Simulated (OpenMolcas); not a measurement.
# Ionisation energies of iodine

```
Program             : OpenMolcas 26.06
Basis               : ANO-RCC-VQZP [8s7p5d3f2g]
Scalar Hamiltonian  : DKH2, point nucleus
Spin-orbit coupling : RASSI with atomic mean-field integrals over the reference wave functions, term energies averaged over their components
```

Active shells in each charge state: the valence s, p shells, with orbitals averaged over the low states. Where CASPT2's correlated closed shells are named, they are those of the first ion.

A. CASSCF
B. SS-CASPT2, IPEA 0.25 Eh, imaginary shift 0.1 Eh (closed shells correlated: 4s 4p 4d)

Energies in eV between the lowest computed levels (charge -1 gives the electron affinity), named as in B; reference values from the NIST Atomic Spectra Database with their kind.

| From | To | A | B | Spin-orbit share in B | Reference |
| --- | --- | --- | --- | --- | --- |
| I- 5s² 5p⁶ ¹S₀ | I 5s² 5p⁵ ²P°_3/2 | 2.197 | 2.990 | -0.288 |  |
| I 5s² 5p⁵ ²P°_3/2 | I+ 5s² 5p⁴ ³P₂ | 9.431 | 10.309 | -0.181 | 10.451 (measured) |
| I+ 5s² 5p⁴ ³P₂ | I2+ 5s² 5p³ ⁴S°_3/2 | 17.818 | 18.926 | +0.279 | 19.131 (measured) |
| I2+ 5s² 5p³ ⁴S°_3/2 | I3+ 5s² 5p² ³P₀ | 28.751 | 29.706 | -0.924 | 29.570 (measured) |
| I3+ 5s² 5p² ³P₀ | I4+ 5s² 5p ²P°_1/2 | 39.433 | 40.476 | +0.228 | 40.357 (measured) |
| I4+ 5s² 5p ²P°_1/2 | I5+ 5s² ¹S₀ | 50.031 | 51.301 | +0.887 | 51.520 (measured) |
| I5+ 5s² ¹S₀ | I6+ 5s ²S_1/2 | 73.153 | 74.378 | +0.000 | 74.400 (semi-empirical) |
| I6+ 5s ²S_1/2 | I7+ 4d¹⁰ ¹S₀ | 85.899 | 87.650 | +0.000 | 87.610 (semi-empirical) |

Error against the reference values, in %:

```json
{"From": "I", "Reference": "measured", "A": "-9.8", "B": "-1.4"}
{"From": "I+", "Reference": "measured", "A": "-6.9", "B": "-1.1"}
{"From": "I2+", "Reference": "measured", "A": "-2.8", "B": "+0.5"}
{"From": "I3+", "Reference": "measured", "A": "-2.3", "B": "+0.3"}
{"From": "I4+", "Reference": "measured", "A": "-2.9", "B": "-0.4"}
{"From": "I5+", "Reference": "semi-empirical", "A": "-1.7", "B": "0"}
{"From": "I6+", "Reference": "semi-empirical", "A": "-2.0", "B": "0"}
```

Mean absolute error over the 5 measured values: A 1.11 eV, B 0.16 eV. B lies closest.

No diffuse functions were added, so the electron affinity comes out too small, and without dynamic correlation a bound anion can come out unbound.

° marks odd parity.
